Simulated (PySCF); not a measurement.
Write Cartesian coordinates for `CN[Si@@H](N)O[Si](C)(C)C` as optimised with GFN2-xTB.

```xyz
25
C4H16N2OSi2 angstrom
C      2.365   -0.110   -1.912
N      2.410    0.683   -0.706
Si     1.801    0.116    0.797
N      1.915    1.486    1.835
O      0.313   -0.486    0.518
Si    -1.281   -0.390    0.202
C     -2.156   -1.417    1.547
C     -1.599   -1.112   -1.533
C     -1.844    1.430    0.269
H      1.443   -0.685   -1.907
H      2.373    0.541   -2.790
H      3.207   -0.807   -1.991
H      3.239    1.255   -0.667
H      2.466   -1.000    1.466
H      1.540    1.389    2.762
H      1.665    2.387    1.461
H     -1.897   -1.065    2.541
H     -1.873   -2.464    1.491
H     -3.236   -1.362    1.449
H     -1.162   -2.102   -1.634
H     -2.662   -1.202   -1.732
H     -1.173   -0.484   -2.310
H     -2.909    1.533    0.085
H     -1.634    1.865    1.242
H     -1.321    2.026   -0.474
```

Any rigid rotation of these coordinates is as good. Atoms count from 1 in this order. Si6 (oxygen-bound silicon) is tetrahedral (angles from 106.3° to 111.2°). O5 (siloxane oxygen) is bent (angle 154.9°). Si3 (oxygen-bound silicon) is distorted tetrahedral (angles from 102.3° to 119.4°). Of the pairs four or more bonds apart, O5···H10 is among the closest relative to their van der Waals radii: 2.68 Å, 99 % of the sum of Bondi's values.

Bonds between heavy atoms (Å): C1–N2 1.443, N2–Si3 1.719, Si3–N4 1.722, Si3–O5 1.629, O5–Si6 1.628, Si6–C7 1.905, Si6–C8 1.906, Si6–C9 1.906.

The geometry is computed with GFN2-xTB (gas phase).

Point group: C1 (no symmetry element, even within 0.4 Å). Stationary, but not proved a minimum. The numbers are those of one conformer (C1–N2–Si3–N4 -173°, N2–Si3–N4–H 175° and 41°, N2–Si3–O5–Si6 -74°).
